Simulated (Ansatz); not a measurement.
Species: C$_{4}$H$_{12}$Ti, net charge 0, singlet state. 
Structure (B3LYP-D3(BJ)/def2-TZVP (Ansatz, a quantum-chemistry and plane-wave program) minimum search):
```xyz
17

Ti    -0.0003     0.0000    -0.0001
C      1.7321    -0.3580    -1.0868
H      2.0590    -1.3929    -0.9434
H      2.5299     0.3141    -0.7546
H      1.5490    -0.1896    -2.1530
C      0.4997     0.5047     1.9506
H     -0.3304     0.2697     2.6247
H      0.7176     1.5755     2.0181
H      1.3838    -0.0568     2.2695
C     -1.0531     1.5630    -0.8712
H     -1.6796     2.0581    -0.1221
H     -1.6942     1.1839    -1.6736
H     -0.3576     2.2968    -1.2912
C     -1.1781    -1.7097     0.0076
H     -1.0784    -2.2394    -0.9454
H     -2.2293    -1.4418     0.1549
H     -0.8665    -2.3773     0.8174
```
Charge 0, spin multiplicity 1.

Wanted: vertical ionisation energy (to the doublet state of charge +1; each state is the SCF solution reached for its spin; the UHF <S^2> is 1.00 for the doublet (pure: 0.75)), in eV. Correlated levels leave the core frozen unless marked. UHF or UKS for open shells. Spin-orbit coupling is left out. The frozen core is the preceding noble-gas configuration, with the filled d and f shells of earlier blocks. No relativistic terms. Basis-set limits of correlation are two-point, X^-3; Hartree-Fock from the larger set. [CCSD(T)-MP2]/basis is that difference in the basis named.

```csv
level,program,vertical ionisation energy (eV)
SVWN5/def2-TZVPD,Ansatz,8.96
PBE/def2-TZVPD,Ansatz,8.82
BHLYP/def2-TZVPD,Ansatz,9.31
B2PLYP/def2-TZVPD,Ansatz,9.38
MP2/def2-TZVPPD,Ansatz,9.90
RI-MP2/def2-TZVPPD,Ansatz,9.90
RI-MP2/def2-QZVPPD,Ansatz,9.97
CCSD/def2-TZVPPD,Ansatz,9.40
CCSD(T)/def2-SVPD,Ansatz,9.35
"RI-MP2/CBS(def2-TZVPPD,def2-QZVPPD)+[CCSD(T)-MP2]/def2-TZVPPD",Ansatz,9.62
```
